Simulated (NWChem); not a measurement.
Species: C$_{2}$HF$_{4}$, doublet; SMILES FC(F)([CH]F)F

```xyz
7

F     -0.0873    -1.9989    -0.0172
C      0.7064    -0.9309    -0.0985
C      0.0206     0.3882    -0.0253
F     -0.5066     0.6384     1.1984
F     -0.9888     0.4696    -0.9109
F      0.9151     1.3610    -0.2896
H      1.7251    -1.0645     0.2478
```
Atoms are numbered in this order, from 1.

Program: NWChem. Spin-unrestricted. Coordinates come from a B3LYP/6-31G* (spherical d), spin-unrestricted optimisation. No stability test was run on the SCF state. Fermi-contact couplings, non-relativistic, static geometry.

| level | A(iso) 19F atom 1 (MHz) | A(iso) 13C atom 2 (MHz) | A(iso) 13C atom 3 (MHz) | A(iso) 19F atom 4 (MHz) | A(iso) 19F atom 5 (MHz) | A(iso) 1H atom 7 (MHz) | <S²> |
|---|---|---|---|---|---|---|---|
| TPSSh/IGLO-III | 206 | 186 | -28.0 | 143 | 35.5 | -40.2 | 0.754 |
| PBE0/pcJ-1 | 178 | 183 | -29.8 | 146 | 38.5 | -55.0 | 0.754 |
| BHandHLYP/pcJ-1 | 244 | 218 | -33.1 | 160 | 41.3 | -61.7 | 0.755 |
